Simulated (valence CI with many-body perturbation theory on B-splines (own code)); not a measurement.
## Energy levels of Yb XL

Method: configuration interaction combined with many-body perturbation theory (CI+MBPT): three valence electrons over a frozen Dirac-Fock core [Ar] 3d10, a basis of 11 s, 11 p, 10 d, 8 f, 5 g, 2 h functions for each j, with the one-electron correlation potential Σ1 (screened to all orders), the two-electron term Σ2, the three-electron term Σ3, Breit, model QED; selected single and double excitations, second order for the rest, scaled by the run's own slope (own B-spline code, finite nucleus).

No measured spectrum was set against this ion. As an estimate, large intervals hold to a few tenths of a per cent, small ones and those within an open d or f shell to about a per cent.

Levels 1 to 45 of 197, with energies above the lowest level, (4s^2 4p1/2) J=1/2. "Leading %" is the weight of the configuration and term that name the level; weights of strongly mixed levels are sums over their largest components and can fall short. In the jj column 3d3/2^4 stands for four electrons in 3d with j = 3/2. Lifetimes count E1, E2, E3, M1 and M2 decay at the calculated energies, and are blank where another channel may lead or the interval is too uncertain; long ones can be off by a factor of two.

| No. | Configuration | Term | J | E (× 10³ cm⁻¹) | Leading % | Lifetime | Second component | g | Leading jj |
| --- | --- | --- | --- | --- | --- | --- | --- | --- | --- |
| 1 | 4s2 4p | 2P° | 1/2 | 0.00 | 99 |  |  | 0.660 | 4s^2 4p1/2 (99 %) |
| 2 | 4s2 4p | 2P° | 3/2 | 587.84 | 99 | 535 ns |  | 1.330 | 4s^2 4p3/2 (99 %) |
| 3 | 4s 4p2 | 4P | 1/2 | 699.15 | 60 | 44.0 ps | 27 % 4s 4p2 2S | 2.233 | 4s 4p1/2^2 (97 %) |
| 4 | 4s 4p2 | 4P | 3/2 | 1192.6 | 92 | 299 ps | 6 % 4s 4p2 2D | 1.665 | 4s 4p1/2 4p3/2 (99 %) |
| 5 | 4s 4p2 | 2D | 5/2 | 1253.8 | 56 | 90.1 ps | 43 % 4s 4p2 4P | 1.368 | 4s 4p1/2 4p3/2 (97 %) |
| 6 | 4s 4p2 | 2D | 3/2 | 1341.9 | 66 | 4.08 ps | 28 % 4s 4p2 2P | 0.966 | 4s 4p1/2 4p3/2 (94 %) |
| 7 | 4s 4p2 | 2P | 1/2 | 1363.6 | 71 | 2.04 ps | 25 % 4s 4p2 4P | 1.217 | 4s 4p1/2 4p3/2 (96 %) |
| 8 | 4s2 4d | 2D | 3/2 | 1764.9 | 90 | 1.19 ps | 8 % 4s 4p2 2P | 0.841 | 4s^2 4d3/2 (90 %) |
| 9 | 4s 4p2 | 4P | 5/2 | 1784.8 | 47 | 10.6 ns | 28 % 4s 4p2 2D | 1.385 | 4s 4p3/2^2 (74 %) |
| 10 | 4s2 4d | 2D | 5/2 | 1928.0 | 73 | 2.11 ps | 16 % 4s 4p2 2D | 1.237 | 4s^2 4d5/2 (73 %) |
| 11 | 4s 4p2 | 2S | 1/2 | 1951.7 | 69 | 2.98 ps | 16 % 4s 4p2 2P | 1.875 | 4s 4p3/2^2 (98 %) |
| 12 | 4s 4p2 | 2P | 3/2 | 1982.5 | 61 | 1.37 ps | 28 % 4s 4p2 2D | 1.179 | 4s 4p3/2^2 (93 %) |
| 13 | 4p3 | 2P° | 3/2 | 2047.4 | 44 | 4.13 ps | 27 % 4p3 2D° | 1.328 | 4p1/2^2 4p3/2 (94 %) |
| 14 | 4s 4p 4d | 4F° | 3/2 | 2318.9 | 80 | 23.7 ps | 15 % 4s 4p 4d 2D° | 0.499 | 4s 4p1/2 4d3/2 (98 %) |
| 15 | 4s 4p 4d | 4F° | 5/2 | 2366.2 | 50 | 42.8 ps | 21 % 4s 4p 4d 2F° | 1.049 | 4s 4p1/2 4d3/2 (92 %) |
| 16 | 4s 4p 4d | 4D° | 1/2 | 2465.5 | 64 | 1.08 ps | 29 % 4s 4p 4d 2P° | 0.382 | 4s 4p1/2 4d3/2 (97 %) |
| 17 | 4s 4p 4d | 4D° | 3/2 | 2469.1 | 38 | 1.11 ps | 23 % 4s 4p 4d 4P° | 1.318 | 4s 4p1/2 4d3/2 (86 %) |
| 18 | 4s 4p 4d | 4P° | 5/2 | 2497.4 | 31 | 4.34 ps | 24 % 4s 4p 4d 4D° | 1.307 | 4s 4p1/2 4d5/2 (90 %) |
| 19 | 4p3 | 4S° | 3/2 | 2535.4 | 34 | 3.46 ps | 22 % 4s 4p 4d 2D° | 1.322 | 4p1/2 4p3/2^2 (50 %) |
| 20 | 4s 4p 4d | 4F° | 7/2 | 2535.8 | 52 | 5.48 ps | 25 % 4s 4p 4d 2F° | 1.252 | 4s 4p1/2 4d5/2 (94 %) |
| 21 | 4p3 | 2D° | 5/2 | 2555.9 | 28 | 3.96 ps | 21 % 4s 4p 4d 4P° | 1.209 | 4s 4p1/2 4d5/2 (70 %) |
| 22 | 4p3 | 2D° | 5/2 | 2667.2 | 54 | 2.10 ps | 42 % 4s 4p 4d 2F° | 1.052 | 4p1/2 4p3/2^2 (54 %) |
| 23 | 4p3 | 2P° | 1/2 | 2678.4 | 94 | 2.19 ps | 5 % 4s 4p 4d 2P° | 0.661 | 4p1/2 4p3/2^2 (94 %) |
| 24 | 4p3 | 2D° | 3/2 | 2690.5 | 28 | 1.23 ps | 20 % 4s 4p 4d 2P° | 1.171 | 4p1/2 4p3/2^2 (44 %) |
| 25 | 4s 4p 4d | 4D° | 5/2 | 2967.8 | 50 | 1.31 ps | 20 % 4s 4p 4d 4F° | 1.249 | 4s 4p3/2 4d3/2 (93 %) |
| 26 | 4s 4p 4d | 4D° | 3/2 | 2969.6 | 42 | 1.43 ps | 39 % 4s 4p 4d 4P° | 1.343 | 4s 4p3/2 4d3/2 (98 %) |
| 27 | 4s 4p 4d | 4P° | 1/2 | 2970.1 | 87 | 1.55 ps | 12 % 4s 4p 4d 4D° | 2.328 | 4s 4p3/2 4d3/2 (98 %) |
| 28 | 4s 4p 4d | 4F° | 7/2 | 2983.3 | 40 | 1.61 ps | 34 % 4s 4p 4d 4D° | 1.274 | 4s 4p3/2 4d3/2 (76 %) |
| 29 | 4s 4p 4d | 4F° | 9/2 | 3014.6 | 100 | 632 ns |  | 1.330 | 4s 4p3/2 4d5/2 (100 %) |
| 30 | 4s2 4f | 2F° | 5/2 | 3042.6 | 50 | 2.42 ps | 37 % 4s 4p 4d 2F° | 0.901 | 4s^2 4f5/2 (50 %) |
| 31 | 4s 4p 4d | 2D° | 3/2 | 3064.2 | 62 | 1.35 ps | 26 % 4s 4p 4d 4P° | 1.020 | 4s 4p3/2 4d3/2 (55 %) |
| 32 | 4s 4p 4d | 2D° | 5/2 | 3101.2 | 46 | 2.98 ps | 38 % 4s 4p 4d 4P° | 1.346 | 4s 4p3/2 4d5/2 (98 %) |
| 33 | 4s 4p 4d | 2D° | 3/2 | 3102.9 | 31 | 2.01 ps | 20 % 4p3 2P° | 1.212 | 4p3/2^3 (36 %) |
| 34 | 4s2 4f | 2F° | 7/2 | 3103.6 | 56 | 5.46 ps | 25 % 4s 4p 4d 4D° | 1.213 | 4s^2 4f7/2 (56 %) |
| 35 | 4s 4p 4d | 2P° | 1/2 | 3139.3 | 75 | 853 fs | 20 % 4s 4p 4d 4D° | 0.590 | 4s 4p3/2 4d3/2 (90 %) |
| 36 | 4p2 4d | 4F | 3/2 | 3147.4 | 38 | 8.16 ps | 28 % 4p2 4d 2D | 0.764 | 4p1/2^2 4d3/2 (98 %) |
| 37 | 4s 4p 4d | 2F° | 7/2 | 3157.8 | 88 | 2.73 ps | 7 % 4s 4p 4d 4D° | 1.165 | 4s 4p3/2 4d5/2 (83 %) |
| 38 | 4s2 4f | 2F° | 5/2 | 3212.0 | 37 | 828 fs | 31 % 4s 4p 4d 2D° | 0.981 | 4s 4p3/2 4d3/2 (46 %) |
| 39 | 4s 4p 4d | 2P° | 1/2 | 3242.2 | 89 | 1.99 ps | 4 % 4s 4p 4d 4D° | 0.684 | 4s 4p3/2 4d5/2 (90 %) |
| 40 | 4s 4p 4d | 2P° | 3/2 | 3269.7 | 80 | 1.35 ps | 6 % 4s 4p 4d 4D° | 1.305 | 4s 4p3/2 4d5/2 (96 %) |
| 41 | 4s 4p 4d | 2F° | 7/2 | 3274.2 | 46 | 1.15 ps | 38 % 4s2 4f 2F° | 1.174 | 4s 4p3/2 4d5/2 (53 %) |
| 42 | 4s 4p 4d | 2D° | 5/2 | 3307.2 | 47 | 1.01 ps | 37 % 4s 4p 4d 2F° | 1.042 | 4s 4p3/2 4d5/2 (80 %) |
| 43 | 4p2 4d | 2D | 5/2 | 3310.2 | 28 | 4.09 ps | 23 % 4p2 4d 4D | 1.191 | 4p1/2^2 4d5/2 (94 %) |
| 44 | 4p3 | 2P° | 3/2 | 3350.1 | 33 | 821 fs | 21 % 4p3 2D° | 1.180 | 4p3/2^3 (62 %) |
| 45 | 4p2 4d | 2F | 5/2 | 3647.2 | 43 | 7.70 ps | 38 % 4p2 4d 4F | 0.937 | 4p1/2 4p3/2 4d3/2 (83 %) |

The ionisation energy to 4s2 1S_0 of the next ion comes out as 1847 eV (NIST: 1845 ± 4 eV (theoretical)). All 197 levels together are meant to be complete up to 5705.1 × 10³ cm⁻¹.
